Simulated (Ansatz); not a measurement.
Compare A (`O[SiH2][NH][ZnH]`) with its isomer B (`[NH2][Zn][O][SiH3]`).

Computed with Ansatz on PBE0-D4/def2-TZVP structures; ΔE is electronic, products minus reactants. CCSD(T)/CBS is the MP2 limit (def2-TZVPP, def2-QZVPP) plus CCSD(T) − MP2 in def2-TZVPP, frozen cores. Functionals use def2-TZVPP. B3LYP here is the variant with VWN-RPA as its local correlation; programs differ in this. For Zn outer-core shells are correlated without core-valence functions, which leaves a few kJ/mol of doubt a bond. Scalar relativity is left out up to krypton. One conformer a species, not always the lowest.

Task: Which isomer does CCSD(T)/CBS put lower? Give the gap. (Estimate.)

Result: Ansatz gave: A, by 6.8 kcal/mol.

Task: Give E(B) − E(A) in kcal/mol with ωB97M-V, B3LYP, r2SCAN-D4, CCSD/def2-TZVPP, HF/def2-TZVPP, CCSD(T)/def2-TZVPP, MP2/def2-TZVPP. (Estimate.)

Result: Ansatz gave: ωB97M-V 9.7, B3LYP 6.1, r2SCAN-D4 8.9, CCSD/def2-TZVPP 7.2, HF/def2-TZVPP 6.6, CCSD(T)/def2-TZVPP 7.4, MP2/def2-TZVPP 6.9. None reverses the order clearly.

Largest T1 diagnostic: 0.015.

The D4 term adds +1.6 kcal/mol with B3LYP and +0.8 kcal/mol with PBE0; it sums over pairs of atoms, weighted by their polarisabilities, and B3LYP, whose exchange is more repulsive, gets the larger term. From PBE to PBE0 (25 % exact exchange), in def2-TZVPP and without D4, E(B) − E(A) moves by +1.1 kcal/mol.
